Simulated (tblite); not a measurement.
Species: C9H12P (charge -1).
Cartesian coordinates in Å at the GFN2-xTB level; atoms count from 1:
```xyz
22
C9H12P angstrom
C      3.5053   -1.3587    0.0146
C      2.7610   -0.2602   -0.1431
C      1.3521   -0.1451    0.0793
P      0.3044   -1.4749    0.6067
C     -1.0719   -0.4012    0.5798
C     -2.4747   -0.8265    0.8986
C     -3.2662   -1.1424   -0.3723
C     -0.7277    0.8849    0.1841
C      0.6255    1.0427   -0.0954
C      1.2253    2.3496   -0.5314
H      3.0560   -2.2824    0.3406
H      4.5692   -1.3708   -0.1764
H      3.2580    0.6512   -0.4724
H     -2.4535   -1.7179    1.5323
H     -2.9899   -0.0301    1.4513
H     -4.2871   -1.4536   -0.1397
H     -2.7702   -1.9421   -0.9184
H     -3.3057   -0.2658   -1.0168
H     -1.4524    1.6897    0.1123
H      1.6814    2.2670   -1.5218
H      0.4527    3.1184   -0.5771
H      1.9981    2.6876    0.1645
```

Computed geometry: GFN2-xTB, gas phase.

Take the most abundant isotopes and a rigid rotor. The values belong to one conformer with, in the numbering `[CH2:1]=[CH:2][c:3]1[p-:4][c:5]([CH2:6][CH3:7])[cH:8][c:9]1[CH3:10]`, C1–C2–C3–P4 0°, P4–C5–C6–C7 -97°.

(1) Give the principal moments of inertia and the rotational constants in GHz.

(2) What kind of rotor is it?

(3) What does the inertial defect say?

(4) Give the other two planar moments, Paa and Pbb, and the rms extents of the mass along the axes.

(5) Where do the levels up to J = 4 lie, in K?

(6) Estimate the classical rotational partition function at 10 K, 25 K and 298.15 K.

Results:

(1) Ia = 261.34, Ib = 639.01, Ic = 851.34 u·Å²; 505379 MHz·u·Å²/I gives 1934, 790.9 and 593.6 MHz, that is A = 1.9338, B = 0.7909, C = 0.5936 GHz.

(2) An asymmetric top: κ = (2 × 790.9 − 1934 − 593.6)/(1934 − 593.6) = -0.71.

(3) Not planar: Δ = Ic − Ia − Ib = -49.01 u·Å². For a rigid frame Δ = −2 Σ m c², so Σ m c² = 24.50 u·Å² lies off the ab plane: 8.81 from hydrogen and 15.70 from heavier atoms. The atom farthest from that plane is 1.54 Å away.

(4) Paa = Σ m a² = (Ib + Ic − Ia)/2 = 614.50 and Pbb = Σ m b² = (Ia + Ic − Ib)/2 = 236.84 u·Å². With the mass M = 151.07 u, the rms extents √(P/M) along a, b and c are 2.02, 1.25, 0.40 Å.

(5) Above 0(0,0), as E/k:
J = 1: 1(0,1) 0.066, 1(1,1) 0.121, 1(1,0) 0.131
J = 2: 2(0,2) 0.198, 2(1,2) 0.245, 2(1,1) 0.273, 2(2,1) 0.438, 2(2,0) 0.439
J = 3: 3(0,3) 0.393, 3(1,3) 0.429, 3(1,2) 0.486, 3(2,2) 0.637, 3(2,1) 0.643, 3(3,1) 0.936, 3(3,0) 0.936
J = 4: 4(0,4) 0.649, 4(1,4) 0.674, 4(1,3) 0.768, 4(2,3) 0.902, 4(2,2) 0.918, 4(3,2) 1.203, 4(3,1) 1.204, 4(4,1) 1.619, 4(4,0) 1.619
The levels of one J sum to (2J + 1)J(J + 1)(A + B + C)/3.

(6) Point group C1, symmetry number σ = 1; q = (√π/σ)·√((kT/h)³/(ABC)), k/h = 20836.6 MHz/K: 5590 at 10 K, 22100 at 25 K, 911000 at 298.15 K.

Its GFN2-xTB frequencies are all real (lowest 33 cm⁻¹). Zero-point vibration and centrifugal distortion are left out.
